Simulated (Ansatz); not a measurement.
Input file for Ansatz (a first-principles code): R-CCSD(T)/cc-pVDZ on CH5BOSe (SMILES COB[SeH]), a point of a torsion scan. The run froze 17 orbitals, filled d shells among them.

Ansatz 0.2 input:
```yaml
crystal:
  periodic: [false, false, false]
  atoms:
    - {symbol: C, position_ang: [-0.99582792, -0.73082283, 0.05385023]}
    - {symbol: O, position_ang: [-1.30236881, -0.19263934, -1.21130864]}
    - {symbol: B, position_ang: [-0.89867978, -0.68401110, -2.37498013]}
    - {symbol: Se, position_ang: [-1.45908374, 0.33618415, -3.90627007]}
    - {symbol: H, position_ang: [0.00924128, -0.42320063, 0.35216989]}
    - {symbol: H, position_ang: [-1.03947201, -1.82222490, 0.03890035]}
    - {symbol: H, position_ang: [-1.72324030, -0.34138485, 0.76637673]}
    - {symbol: H, position_ang: [-0.26142793, -1.65933238, -2.52467017]}
    - {symbol: H, position_ang: [-2.16105541, 1.35300266, -3.17591964]}
basis:
  gaussian:
    orbitals: cc-pVDZ
magnetization: {spin_polarized: false}
correlation: {method: ccsd_t, electrons: outside_noble_gas}
scf: {lower_state_search: off}
```

Output:

```
WARN ansatz: RAYON_NUM_THREADS=1 ignored (pool sized by the plan → 1); use --threads N
Functional definition: HF
these checks for a lower state are left out or cut short: stability, starts, cluster_reference, orbital_swaps, neighbouring_geometries, increment
integrals: 0.11 GiB planned
930 factors; integrals over basis functions are off by at most 1.2e-3 eV
mean field: 0.29 GiB planned
mean field evaluation 1: about -69120.2993 eV, gradient 2.7e1 eV
mean field evaluation 2: about -69120.4031 eV, gradient 2.7e1 eV
mean field evaluation 4: about -69122.3802 eV, gradient 3.7e0 eV
mean field evaluation 8: about -69122.4253 eV, gradient 1.7e-1 eV
mean field -69122.42553031 eV, -2540.2022853760 hartree, gradient 7.5e-7 eV, S^2 0.000000; 0 other end points of the search recorded, 0 dependent functions left out
17 core orbitals not correlated
reference -69122.42553031 eV, -2540.2022853760 hartree; 12, 12 occupied and 65, 65 virtual orbitals, 930 factors
second order -14.34944843 eV of doubles, -0.00000000 eV of singles
coupled cluster: 0.26 GiB planned
cycle   1  -15.05834140 eV  change   -7.1e-1 eV  update   9.5e-2
cycle   2  -15.47642190 eV  change   -4.2e-1 eV  update   2.8e-2
cycle   3  -15.57672980 eV  change   -1.0e-1 eV  update   1.6e-2
cycle   4  -15.57145683 eV  change    5.3e-3 eV  update   4.3e-3
cycle   5  -15.56991279 eV  change    1.5e-3 eV  update   1.6e-3
cycle   6  -15.56992868 eV  change   -1.6e-5 eV  update   4.8e-4
cycle   7  -15.56966069 eV  change    2.7e-4 eV  update   1.3e-4
cycle   8  -15.56967290 eV  change   -1.2e-5 eV  update   3.5e-5
cycle   9  -15.56967692 eV  change   -4.0e-6 eV  update   1.1e-5
perturbative correction -0.43253222 eV, -0.0158952657 hartree
Total energy: -69138.42773944 eV, -2540.7903557151 hartree
Checks for a lower state left out: stability, starts, cluster_reference, orbital_swaps, neighbouring_geometries, increment
```

Self-consistency was reached.

Cost: around 8 core-seconds (rough).
